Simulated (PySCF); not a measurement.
CH4OSSi, SMILES CO[Si]S (connectivity only; charge and spin as stated), neutral, multiplicity 1. Coordinates come from a ωB97X-D3(BJ)/def2-SVP optimisation. The values are those of a single conformer.

Calculation: ωB97X-D3(BJ)/def2-SVP (PySCF).

Harmonic wavenumbers (cm⁻¹): 122, 140, 163, 282, 370, 539, 741, 809, 1162, 1189, 1227, 1478, 1484, 1493, 2753, 3034, 3130, 3157. Rotational constants (GHz): 15.90, 2.232, 1.982; symmetry number 1.

Task: Work out the zero-point energy and the ideal-gas rigid-rotor harmonic-oscillator thermochemistry at 298.15 K and 1 atm.

Result: ZPE = ½ Σ hcν = ½ × 23271 cm⁻¹ = 33.27 kcal/mol. H − E(el) = 37.64 kcal/mol. Entropy in cal/(mol K): translation 39.48, rotation 25.93, vibration 12.19, total 77.59. G − E(el) = 14.51 kcal/mol. Cp = 20.34 cal/(mol K). Modes under 150 cm⁻¹ make the vibrational entropy uncertain.
